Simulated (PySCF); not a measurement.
Related systems: organic semiconductor

All values: TDA CAM-B3LYP/6-31G*, gas phase, PySCF SCF with an in-house response code, fitting set def2-universal-JFIT up to Ne and JKFIT beyond, grid level 1 (kernel 0), vertical, one conformer each, geometries GFN2-xTB; core orbitals frozen in the response, virtual orbitals above 1.5 Eh left out for most members. The lowest 6 to 8 singlets were sought, and the brightest is taken among them. The runs took 0.7 to 3 CPU minutes each on shared server CPUs.

The basis has no diffuse functions, so the polarisability comes out too low.

```tsv
system	formula	HOMO-LUMO gap / eV	S1 / eV	HOMO / eV	f(S1)	polarisability / bohr³
CB(C)c1c(O)sc2c1sc1ccsc12	C10H9BOS3	6.75	4.38	-6.56	0.000	164
C=Cc1cc2sc3cc(C=C)sc3c2s1	C12H8S3	5.73	3.84	-6.38	1.304	200
CC(C)(C)c1cc2sc3ccsc3c2s1	C12H12S3	6.91	4.65	-6.67	0.638	170
c1cc(-c2csc3c2sc2ccsc23)ccn1	C13H7NS3	6.78	4.67	-7.05	0.398	183
CC(C)(C)c1csc2c1sc1ccsc12	C12H12S3	7.01	4.74	-6.82	0.497	166
```
